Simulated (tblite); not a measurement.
Record of a relaxation.

C₃H₁₁BOSi.
Atom-mapped SMILES: `[CH3:1][CH2:2][SiH2:3][B:4]([CH3:5])[OH:6]` (hydrogens: H7, H8, H9 on C1; H10, H11 on C2; H12, H13 on Si3; H14, H15, H16 on C5; H17 on O6)

Computed with GFN2-xTB (tblite), gas phase: L-BFGS steps from a force-field or distance-geometry start until the largest atomic force falls under 0.01 eV/Å. 4 of its 135 geometries are shown.

Step 0: E = -517.4074 eV, largest atomic force 2.838 eV/Å
```
atom  x, y, z in Å  |  force x, y, z in eV/Å
C1      2.421   -0.369    0.007   -0.210  -0.546   0.000
C2      1.582    0.892    0.218    1.670   1.084   0.486
Si3     0.007    0.630   -0.693   -0.954   0.077  -0.174
B4     -1.158   -0.442    0.415   -1.316  -2.183  -1.247
C5     -2.642    0.100    0.641    0.048  -0.114   0.010
O6     -1.061   -1.907    0.255   -0.332   1.430  -0.756
H7      3.205   -0.097   -0.712   -0.011  -0.608   0.504
H8      1.767   -1.139   -0.462    0.809   0.179   0.421
H9      2.803   -0.789    0.961    0.052   0.362  -0.809
H10     1.452    1.111    1.300    0.087  -0.002  -0.751
H11     2.140    1.734   -0.251   -0.322  -0.289   0.701
H12     0.305   -0.194   -1.874    0.028   0.227  -0.373
H13    -0.646    1.869   -1.129    0.112   0.139  -0.148
H14    -2.795    0.978   -0.012   -0.029  -0.280   0.579
H15    -2.764    0.400    1.693   -0.437  -0.118  -0.488
H16    -3.390   -0.662    0.327    0.376   0.534   0.681
H17    -1.232   -2.103   -0.695    0.428   0.108   1.366
```

Step 45: E = -518.9677 eV, largest atomic force 0.134 eV/Å
```
atom  x, y, z in Å  |  force x, y, z in eV/Å
C1      2.440   -0.440    0.079   -0.073   0.104  -0.041
C2      1.472    0.737    0.191   -0.002   0.061  -0.001
Si3    -0.068    0.681   -0.961    0.035  -0.038   0.047
B4     -1.409   -0.471   -0.076    0.047  -0.055   0.015
C5     -2.685    0.137    0.649   -0.055  -0.022  -0.011
O6     -1.288   -1.803    0.022   -0.019  -0.087  -0.015
H7      2.985   -0.386   -0.860   -0.027  -0.060  -0.072
H8      1.922   -1.396    0.122   -0.041   0.000   0.007
H9      3.168   -0.422    0.888    0.025   0.024   0.022
H10     1.110    0.798    1.221    0.033   0.002   0.001
H11     2.021    1.661    0.007    0.061  -0.022   0.026
H12     0.348    0.215   -2.301    0.102   0.011   0.021
H13    -0.480    2.081   -1.149    0.017   0.031  -0.024
H14    -3.047    1.045    0.175   -0.017   0.029  -0.035
H15    -2.462    0.396    1.683    0.069  -0.009   0.009
H16    -3.498   -0.581    0.681   -0.114  -0.039   0.041
H17    -0.534   -2.239   -0.380   -0.040   0.068   0.009
```

Step 89: E = -519.0252 eV, largest atomic force 0.048 eV/Å
```
atom  x, y, z in Å  |  force x, y, z in eV/Å
C1      2.401   -0.460    0.163   -0.005  -0.029  -0.007
C2      1.564    0.814    0.203    0.022   0.007   0.002
Si3    -0.038    0.724   -0.846   -0.047   0.007   0.000
B4     -1.431   -0.488   -0.113    0.034  -0.008  -0.016
C5     -2.713    0.061    0.654    0.030   0.001  -0.007
O6     -1.377   -1.821   -0.246   -0.022  -0.020   0.013
H7      2.643   -0.726   -0.866    0.004   0.015   0.026
H8      1.870   -1.296    0.614   -0.026   0.013   0.005
H9      3.337   -0.326    0.706   -0.023  -0.018  -0.009
H10     1.321    1.047    1.241   -0.006   0.000   0.017
H11     2.175    1.641   -0.160    0.008   0.011  -0.010
H12     0.428    0.300   -2.188    0.003  -0.011  -0.022
H13    -0.469    2.120   -1.024   -0.009   0.031   0.003
H14    -3.228    0.826    0.076    0.014  -0.016  -0.024
H15    -2.429    0.536    1.592    0.018   0.003   0.022
H16    -3.428   -0.724    0.887   -0.007  -0.005   0.009
H17    -0.632   -2.214   -0.703    0.012   0.017  -0.002
```

Step 134: E = -519.0455 eV, largest atomic force 0.010 eV/Å
```
atom  x, y, z in Å  |  force x, y, z in eV/Å
C1      2.189   -0.527    0.271    0.001  -0.006  -0.005
C2      1.564    0.857    0.132   -0.001  -0.004   0.001
Si3    -0.044    0.842   -0.912   -0.002   0.006   0.007
B4     -1.336   -0.468   -0.170   -0.001   0.003  -0.001
C5     -2.585   -0.017    0.707   -0.002   0.001  -0.003
O6     -1.216   -1.790   -0.359   -0.002  -0.003   0.000
H7      2.428   -0.940   -0.709    0.000   0.003   0.006
H8      1.508   -1.212    0.775    0.000   0.005   0.000
H9      3.111   -0.487    0.851    0.000   0.004  -0.002
H10     1.352    1.250    1.127    0.001   0.004   0.005
H11     2.291    1.533   -0.318    0.002  -0.007   0.001
H12     0.400    0.500   -2.285    0.001  -0.004  -0.009
H13    -0.491    2.243   -0.988   -0.003   0.006  -0.002
H14    -3.277    0.569    0.104    0.001  -0.002   0.001
H15    -2.283    0.627    1.531    0.004  -0.005   0.004
H16    -3.137   -0.857    1.121    0.001   0.003  -0.001
H17    -0.483   -2.111   -0.886   -0.001  -0.004  -0.001
```

Problem. Summarise the path.

Solution. The energy falls by 158.05 kJ/mol from step 0 to step 134; nine tenths of that is first reached at step 22. It falls at every step. The largest force goes from 2.838 to 0.010 eV/Å. Among the bonds B4–O6 changes most, from 1.477 to 1.340 Å; the atoms move by 0.651 Å rms after alignment.

Problem. Follow the three bonds and two angles with the largest change from start to end.

Solution. 
```csv
step,E above end (kJ/mol),largest force (eV/Å),B4–O6 (Å),C2–Si3 (Å),Si3–B4 (Å),B4–O6–H17 (°),C2–Si3–H13 (°)
0,158.05,2.838,1.477,1.838,1.932,106.9,114.1
6,83.68,1.181,1.379,1.903,1.968,106.9,111.5
12,31.55,0.546,1.344,1.942,2.037,124.6,109.6
17,18.93,0.261,1.337,1.923,1.995,119.9,107.0
23,15.38,0.142,1.340,1.919,1.985,118.7,105.9
29,14.19,0.166,1.342,1.919,1.993,119.9,105.4
35,11.50,0.288,1.340,1.930,1.993,116.9,103.3
41,8.66,0.139,1.342,1.919,1.987,118.3,104.7
47,6.64,0.170,1.343,1.923,1.982,118.9,106.9
52,5.01,0.106,1.341,1.923,1.984,119.2,107.1
58,4.53,0.073,1.341,1.919,1.986,118.7,107.6
64,4.18,0.070,1.341,1.922,1.985,119.0,106.6
70,3.41,0.106,1.341,1.913,1.984,118.1,105.8
76,2.64,0.093,1.340,1.922,1.982,118.4,106.1
82,2.24,0.047,1.340,1.920,1.985,118.2,106.0
87,2.04,0.042,1.340,1.919,1.985,118.9,105.7
93,1.83,0.035,1.340,1.919,1.986,118.8,105.3
99,1.33,0.122,1.341,1.916,1.988,119.0,104.9
105,0.79,0.059,1.340,1.916,1.985,119.2,104.9
111,0.61,0.051,1.340,1.918,1.984,119.1,105.3
117,0.38,0.045,1.340,1.918,1.984,118.6,106.2
122,0.18,0.066,1.341,1.919,1.986,118.7,106.6
128,0.05,0.042,1.340,1.918,1.983,118.5,106.4
134,0.00,0.010,1.340,1.918,1.984,118.5,106.0
```

What follows is the cost of the whole relaxation. The run took 1.3 s on one thread of an Arm Neoverse N1, no GPU, shared host.
